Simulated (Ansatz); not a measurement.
Dissociation curve of AsH, triplet.

Computed with unrestricted PBE0/aug-cc-pVDZ in Ansatz (a program for electronic structure).

The batch members p0 to p11 hold the bond at 1.17, 1.21, 1.31, 1.35, 1.45, 1.48, 1.53, 1.59, 1.63, 1.67, 1.77, 1.89 Å.

Ansatz input:

Ansatz 0.2 input:
```yaml
# input.yaml
basis:
  gaussian: { orbitals: aug-cc-pvdz }
hamiltonian:
  xc: pbe0
batch:
  members: [p0.yaml, p1.yaml, p2.yaml, p3.yaml, p4.yaml, p5.yaml, p6.yaml, p7.yaml, p8.yaml, p9.yaml, p10.yaml, p11.yaml]

# p6.yaml, one of the 12 members of this batch
crystal:
  periodic: [false, false, false]
  atoms:
    - { symbol: As, position_ang: [0.0, 0.0, 0.0] }
    - { symbol: H, position_ang: [0.0, 0.0, 1.53] }
total_charge: 0
magnetization:
  spin_polarized: true
  initial_magnetization: 2
```

Lines of the output on each member:

```
Member 2: Total energy: -60847.28751468 eV, -2236.0965723917 hartree
Member 0: Total energy: -60845.78404798 eV, -2236.0413210095 hartree
Member 1: Total energy: -60846.34463816 eV, -2236.0619223188 hartree
Member 3: Total energy: -60847.52221977 eV, -2236.1051976448 hartree
Member 4: Total energy: -60847.85507654 eV, -2236.1174299052 hartree
Member 7: Total energy: -60847.90769730 eV, -2236.1193636825 hartree
Member 6: Total energy: -60847.92981384 eV, -2236.1201764506 hartree
Member 5: Total energy: -60847.89945739 eV, -2236.1190608714 hartree
Member 8: Total energy: -60847.86476993 eV, -2236.1177861310 hartree
Member 10: Total energy: -60847.59266741 eV, -2236.1077865477 hartree
Member 11: Total energy: -60847.26979529 eV, -2236.0959212161 hartree
Member 9: Total energy: -60847.80381299 eV, -2236.1155460045 hartree
```

The unrestricted determinant behind UKS-PBE0 is spin-contaminated at 2.30 to 6.19 Å (<S²> up to 3.0, against 2.00 for a pure triplet).
